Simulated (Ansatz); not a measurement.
Consider the formal exchange of groups at a Te–Si bond: `CC[SiH2][TeH]` + `BCl` → `ClB[TeH]` + `CC[SiH3]`.

Computed with Ansatz on PBE0-D4/def2-TZVP structures; ΔE is electronic, products minus reactants. CCSD(T)/CBS is the MP2 limit (def2-TZVPP, def2-QZVPP) plus CCSD(T) − MP2 in def2-TZVPP, frozen cores. This one scheme is used for every species. DFT in def2-TZVPP. B3LYP here is the variant with VWN-RPA as its local correlation; programs differ in this. def2 core potentials past Kr. For Te outer-core shells are correlated without core-valence functions, which leaves a few kJ/mol of doubt a bond. One conformer a species, not always the lowest.

| level | ΔE (kJ/mol) | difference from CCSD(T)/CBS |
| --- | --- | --- |
| PBE-D4 | -4.0 | -7.1 |
| r2SCAN-D4 | -3.0 | -6.1 |
| PBE0-D4 | 1.8 | -1.3 |
| B3LYP-D4 | 2.0 | -1.1 |
| ωB97M-V | 4.6 | 1.5 |
| B2PLYP | -1.1 | -4.2 |
| r2SCAN | -4.0 | -7.1 |
| PBE0 | -1.0 | -4.1 |
| MP2/def2-TZVPP | 0.7 | -2.4 |
| CCSD/def2-TZVPP | 0.9 | -2.2 |
| HF/def2-QZVPP | 11.4 | 8.3 |
| MP2/def2-QZVPP | 3.5 | 0.4 |
| SCS-MP2/def2-QZVPP | 3.7 | 0.6 |
| HF/CBS(def2) | 11.4 | 8.3 |
| MP2/CBS(def2) | 5.4 | 2.3 |
| CCSD/CBS(def2) | 5.6 | 2.5 |
| CCSD(T)/CBS | 3.1 | 0 |

Largest T1 diagnostic among the species: 0.014.

From PBE to PBE0 (25 % exact exchange), in def2-TZVPP and without D4, ΔE moves by +5.8 kJ/mol. The D4 term adds +4.3 kJ/mol with B3LYP and +2.8 kJ/mol with PBE0; it sums over pairs of atoms, weighted by their polarisabilities, and B3LYP, whose exchange is more repulsive, gets the larger term.
